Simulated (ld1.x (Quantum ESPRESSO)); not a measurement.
# Before and after: TM potential for indium (In)

- Element: In (Z = 49)
- Generator: ld1.x (Quantum ESPRESSO) 7.5
- Type: norm-conserving Troullier–Martins (Kleinman–Bylander form)
- Functional: PBE
- Relativity: scalar-relativistic
- Frozen core: [Kr] 4d10
- Valence charge: 3
- Reference configuration: 5s2 5p0 (charge +1)
- Partial waves: 5s (bound): rc 1.85 bohr; 5p (bound, empty): rc 2.05 bohr; 5d channel at 0.25 Ry: rc 1.55 bohr
- Local potential: all-electron potential smoothed inside 1.20 bohr (lloc = -1)
- Core correction: Bessel-smoothed model core inside 1.10 bohr

All-electron outer shells of the reference configuration (PBE, scalar-relativistic, ld1.x):

| shell | level (eV) | outermost node (bohr) | outermost maximum (bohr) |
| --- | --- | --- | --- |
| 5s | -14.92 | 1.02 | 2.11 |
| 5p | -8.43 | 1.14 | 2.64 |

Change: wave 5s (bound): rc 1.85 bohr becomes 5s (bound): rc 2.46 bohr.

Cutoffs: the cutoffs (Ry, on a coarse ladder) from which the occupation-weighted sum of valence levels, in a spherical-Bessel basis at the reference potential, stays within 10 and 1 mRy of its value at 400 Ry; they do not see the model core or the augmentation charge, which bear on the density cutoff. Errors are all-electron minus pseudo energies relative to the spin-unpolarised reference configuration.

Problem. Predict the effect on cutoff, ghosts and configuration errors.

Solution. The potential gets softer (18 Ry and 40 Ry → 15 Ry and 25 Ry); both files keep a bound ghost (d, p, s); of the 7 tests that both files solve, the error grows in 2 and shrinks in 0 by more than 15 % and 0.3 meV (median size 14.8 → 14.5 meV). A larger radius leaves more room for a smooth pseudo-wave, so fewer plane waves are needed.

```csv
quantity,base,changed
"cutoff, loose",18 Ry,15 Ry
"cutoff, tight",40 Ry,25 Ry
bound ghosts,"s, p, d","s, p, d"
"error for 5s2 5p1, meV [ΔE -5.36 eV]",-11,-11
"error for 5s1 5p0, meV [ΔE 19.23 eV]",-119,-122
"error for 5s2 5p0.5, meV [ΔE -3.42 eV]",-4.0,-3.9
"error for 5s2 5p1.3, meV [ΔE -5.90 eV]",-15,-14
"error for 5s0 5p3, meV [ΔE 6.58 eV]",-47,-60
"error for 5s1 5p1, meV [ΔE 6.59 eV]",-22,-25
"error for 5s1 5p2, meV [ΔE 0.48 eV]",-7.7,-11
```

 A true bound ghost makes a file unfit for plane-wave use even where its test errors are small: the radial tests pick states by their node count and pass the ghost by.
